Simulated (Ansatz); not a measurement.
The cluster Cd2S2, relaxed as a singlet with RKS r2SCAN-D4/def2-SVP in Ansatz, starting from the GFN1-xTB geometry. Force threshold 0.02 eV/Å.

In the def2 sets Cd takes a core potential; there is no spin–orbit coupling. The restricted singlet is unstable towards broken spin symmetry in Hartree–Fock (as tested in another run); at r2SCAN-D4/def2-SVP this wasn't settled. An occupied level lies above an empty one. Another isomer (triplet) lies 0.15 eV lower at PBE0-D4/def2-TZVP; other spin states weren't run for this one.

Start:

```csv
atom,x (Å),y (Å),z (Å)
Cd1,1.6581,-2.0669,-0.5630
Cd2,0.1127,2.5343,0.9649
S3,0.0344,0.0079,0.0017
S4,-1.8052,-0.4752,-0.4036
```

```tsv
step	energy (eV)	largest force component (eV/Å)	SCF passes
1	-30793.8322	1.034	57
2	-30793.8698	0.084	36
3	-30793.8767	0.071	36
4	-30793.8798	0.020	36
5	-30793.8800	0.001	38
```

Force components are those of the run's own axes.

End:

Cartesian coordinates in Å:
```
Cd 1.760 -1.887 -0.484
Cd 0.307 2.429 0.948
S -0.094 -0.024 -0.022
S -1.973 -0.517 -0.442
```

By distances, no bond broke or formed. The bond that changes most is S3–S4, from 1.94 to 1.99 Å (atoms count from 1).

The force fell under the threshold at step 4, but the optimiser went on. No frequencies were taken in this run, so the end may be a saddle point.

Hardware: 2 threads of Arm Neoverse V1 on a shared host. Wall time 29 s.
